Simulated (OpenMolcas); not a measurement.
## W4+: moving or changing the point charges

W4+ among 5 point charges of -2 e arranged as a trigonal bipyramid (D3h), 2.09 Å from the ion, with the axial distance 2.466 Å.

- Program: OpenMolcas
- Method: SS-CASPT2, IPEA 0.25 Eh, imaginary shift 0.1 Eh (closed shells correlated: 4f 5s 5p)
- Basis: ANO-RCC-VDZP [7s6p4d2f1g]
- Scalar Hamiltonian: DKH2, point nucleus
- Active space: 2 electrons in 5 orbitals (5d)
- State averaging: 2S+1 = 3 even, 10 roots; 2S+1 = 1 even, 15 roots
- Spin-orbit coupling: state interaction with AMFI integrals over the reference wave functions

Runs around this geometry, states (labels of D3, the rotations of D3h). Energies in cm-1 above the lowest state or level, χT in cm3 K/mol.

```json
{"R (Å)": "2.09", "q (e)": "-1.3", "Axial / equatorial distance": "1.18", "Ground state": "3A2", "First state of that spin": "3A1 2450", "First gap with spin-orbit (degeneracies)": "1140 (1, 2)", "χT at 300 K": "0.089", "First state of another spin": "1E 9900"}
{"R (Å)": "1.92", "q (e)": "-2", "Axial / equatorial distance": "1.18", "Ground state": "3A2", "First state of that spin": "3A1 4730", "First gap with spin-orbit (degeneracies)": "1300 (1, 2)", "χT at 300 K": "0.036", "First state of another spin": "1E 9820"}
{"R (Å)": "2.09", "q (e)": "-2", "Axial / equatorial distance": "1.18", "Ground state": "3A2", "First state of that spin": "3A1 3650", "First gap with spin-orbit (degeneracies)": "1300 (1, 2)", "χT at 300 K": "0.054", "First state of another spin": "1E 9920"}
{"R (Å)": "2.19", "q (e)": "-2", "Axial / equatorial distance": "1.18", "Ground state": "3A2", "First state of that spin": "3A1 3100", "First gap with spin-orbit (degeneracies)": "1240 (1, 2)", "χT at 300 K": "0.069", "First state of another spin": "1E 9890"}
{"R (Å)": "2.09", "q (e)": "-2", "Axial / equatorial distance": "1.27", "Ground state": "3A2", "First state of that spin": "3E 4320", "First gap with spin-orbit (degeneracies)": "1420 (1, 2)", "χT at 300 K": "0.048", "First state of another spin": "1E 9570"}
```

Taking the first state of the same spin as R^-n, n = -ln(3100 / 4730) / ln(2.19 / 1.92) = 3.2 between the shortest and longest distance.

Scaling the charges by -1.3 / -2 = 0.65 scales the first state of the same spin by 2450 / 3650 = 0.67; with fixed orbitals a first-order splitting would follow the charge.

Roots that are degenerate in the reference are averaged as groups; the widest CASPT2 spread within a group is 84 cm-1 (the 2-fold group of multiplicity 3 near 15400 cm-1 above the lowest state of its run, R = 1.92, q = -2, ratio = 1.18). Shifts and gaps below about the spread of the groups concerned are not significant. Free-ion shares, where given, are those of the reference states; single-state CASPT2 does not remix them. Spin-orbit coupling mixes the spin-free states strongly: the lowest level takes only 49 % from its leading state, 3A2 (figures for R = 2.09, q = -1.3, ratio = 1.18; the like holds for R = 1.92, q = -2, ratio = 1.18, R = 2.09, q = -2, ratio = 1.18, R = 2.19, q = -2, ratio = 1.18, R = 2.09, q = -2, ratio = 1.27). Point charges carry no covalency, so the field is a model and not that of real ligands. No measured value stands beside these numbers.
